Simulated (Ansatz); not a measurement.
Coupled-cluster diagnostics for Be₂Se₃, Ansatz.

Geometry of the singlet (r2SCAN-D4/def2-SVP):

| atom | x (Å) | y (Å) | z (Å) |
| --- | --- | --- | --- |
| Be1 | -0.818 | -0.875 | -0.819 |
| Be2 | 0.717 | 1.188 | 0.427 |
| Se3 | 1.759 | 1.389 | 2.105 |
| Se4 | -0.339 | 1.048 | -1.318 |
| Se5 | -1.319 | -2.750 | -0.395 |

Correlated methods freeze 27 core orbitals; core or outer-core shells of Se are correlated, in sets that lack core-valence functions. The geometry of the singlet was relaxed on an unsound state (an occupied level 0.30 eV above an empty one). Another isomer (singlet) lies 2.99 eV lower at PBE0-D4/def2-TZVP; other spin states weren't run for this one.

(1) Estimate the CCSD(T) correlation energy, the shares of MP2 and (T), T1 and the reference's ⟨S²⟩ for: charge 0, singlet, own geometry in def2-TZVPP; and the rough time on 4 threads of Arm Neoverse V1 on a shared host.

## Answers

(1) 
```tsv
state	basis	correlation (eV)	MP2 share (%)	(T) share (%)	T1	⟨S²⟩ (pure)	wall time	remarks
charge 0, singlet, own geometry	def2-TZVPP	-29.348	93.0	7.7	0.023	0.00 (0.00)	9 min	flagged by the program, large T1 (0.023), restricted SCF unstable
```
Customary marks for T1 are 0.02 (closed shells), 0.045 (open shells) and about 0.05 (3d metals). T1 exceeds 0.02 in 1 of 1 rows and 0.045 in 0; the higher it lies, the less the single-reference result can be trusted.
